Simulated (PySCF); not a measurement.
Spectrum to structure. Method: TDDFT B3LYP/def2-SVPD, vertical, gas phase, core orbitals frozen in the response (PySCF). Geometries: PBE0-D3(BJ)/def2-SVP, one conformer each. Relativistic effects are left out although some hold elements past zinc.

| state | E (eV) | λ (nm) | f |
| --- | --- | --- | --- |
| S1 | 4.61 | 269.0 | 0.0029 |
| S2 | 5.06 | 245.1 | 0.0060 |
| S3 | 5.38 | 230.5 | 0.045 |
| S4 | 5.53 | 224.3 | 0.016 |
| S5 | 5.92 | 209.4 | 0.020 |
| S6 | 6.24 | 198.8 | 0.0039 |
| S7 | 6.49 | 190.9 | 0.029 |
| S8 | 6.66 | 186.3 | 0.082 |
| S9 | 6.67 | 186.0 | 0.093 |
| S10 | 6.76 | 183.3 | 0.011 |

Question: Which structure fits? All have the formula C6H12Se.
A. `C(CCC)C(=[Se])C`
B. `C([Se]CCC=C)C`
C. `CCC[C@@H]1CC[Se]1`
D. `CC(C)[C@@H]1CC[Se]1`

Answer: B. Its S1, at 4.61 eV, is the highest among the candidates; the nearest of the others has S1 at 3.85 eV. S1 is HOMO→LUMO (72%), HOMO→LUMO+1 (25%). Löwdin shares by element: HOMO selenium 72%, carbon 17% or more; LUMO carbon 55% or more, selenium 21% (atoms not listed hold the other 25%). At the same level the other candidates give, for their lowest levels:
- `CCCCC(C)=[Se]`: 2.11 eV (f 0.000); 4.94 eV (f 0.211); 5.21 eV (f 0.061); 5.41 eV (f 0.001); 5.57 eV (f 0.010); T1 1.71 eV; HOMO -5.76, LUMO -2.39 eV
- `CC(C)[C@@H]1CC[Se]1`: 3.83 eV (f 0.000); 5.25 eV (f 0.024); 5.43 eV (f 0.025); 5.71 eV (f 0.027); 6.02 eV (f 0.009); HOMO -5.79, LUMO -0.72 eV
- `CCC[C@@H]1CC[Se]1`: 3.85 eV (f 0.001); 5.20 eV (f 0.026); 5.45 eV (f 0.028); 5.73 eV (f 0.021); 6.00 eV (f 0.001); HOMO -5.81, LUMO -0.71 eV

Shape of the structure used: `[CH2:1]=[CH:2][CH2:3][CH2:4][Se:5][CH2:6][CH3:7]`: C1–C2–C3–C4 -117°, C2–C3–C4–Se5 179°, C3–C4–Se5–C6 64°, C4–Se5–C6–C7 63°.
Triplets come from the Tamm–Dancoff approximation.
